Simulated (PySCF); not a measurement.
Bonds: Si1-Br3 2.207 Å, Si1-Br4 2.208 Å, Si1-Br5 2.208 Å. Si1 carries H2.

Geometry: PBE0-D3(BJ)/def2-SVP; GIAO absolute shieldings from PySCF 2.14.0 with density-fitted response routines, gas phase, non-relativistic, averaged over equivalent atoms.

At PBE0/pcSseg-1 (152 basis functions, 14 s wall time on 1 thread of an x86-64 server CPU, shared host):
| atoms | σ (ppm) |
| --- | --- |
| Si1 | 306.5 |
| H2 | 24.34 |
| Br3/Br4/Br5 | 2288.2 |

Estimate the result of repeating the calculation with B3LYP/pcSseg-1.

## Answers


| atoms | σ at B3LYP/pcSseg-1 | change |
| --- | --- | --- |
| Si1 | 289.2 | -17.3 |
| H2 | 24.54 | +0.20 |
| Br3/Br4/Br5 | 2241.8 | -46.4 |

The largest change is at Br3/Br4/Br5 (bromine bonded to Si). Cost: 152 basis functions, 14 s wall time on 1 thread of an x86-64 server CPU, shared host.

Relativistic effects, spin–orbit coupling among them, are left out; they matter for Br and for the light atoms bonded to it.
